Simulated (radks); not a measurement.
Values are calculated unless marked as measured or tabulated.
Ionisation of the iridium ion Ir2+, [Xe] 4f14 5d7, to Ir3+, [Xe] 4f14 5d6, under several functionals. Scalar-relativistic Kohn-Sham, spin-polarised, spherical densities, point nucleus; open shells are filled with parallel spins first (spin-orbit coupling, left out, can overturn this in heavy ions); a radial shooting solver on a logarithmic mesh with Libxc functionals.

| functional | E(Ir2+) (hartree) | Exc (hartree) | IE (eV) | -e(HOMO) (eV) | <r> HOMO (bohr) | IE error (eV) |
|---|---|---|---|---|---|---|
| SOGGA | -17820.9610 | -340.0198 | 28.957 | 23.133 | 1.630 | +0.957 |
| LDA (Slater exchange, Perdew-Wang correlation) | -17816.5156 | -335.5884 | 29.560 | 23.685 | 1.635 | +1.560 |
| PW91 | -17828.3261 | -347.3838 | 29.152 | 23.316 | 1.634 | +1.152 |
| LDA (Slater exchange, VWN5 correlation) | -17816.5481 | -335.6213 | 29.560 | 23.685 | 1.634 | +1.560 |
| exchange-only PBE | -17822.0290 | -341.0163 | 27.772 | 22.013 | 1.654 | -0.228 |
| PBEsol | -17821.5512 | -340.6117 | 29.096 | 23.269 | 1.630 | +1.096 |
| exchange-only LDA | -17808.6088 | -327.5981 | 27.720 | 21.969 | 1.645 | -0.280 |

NIST Atomic Spectra Database: 28 eV (theoretical). Closest: exchange-only PBE. The Delta-SCF values span 1.84 eV, the total energies 19.72 hartree. The highest occupied level is 5d. Open shells are spherical and high-spin; term and fine-structure splittings are not resolved. Spin-orbit splitting is averaged out at the scalar-relativistic level.
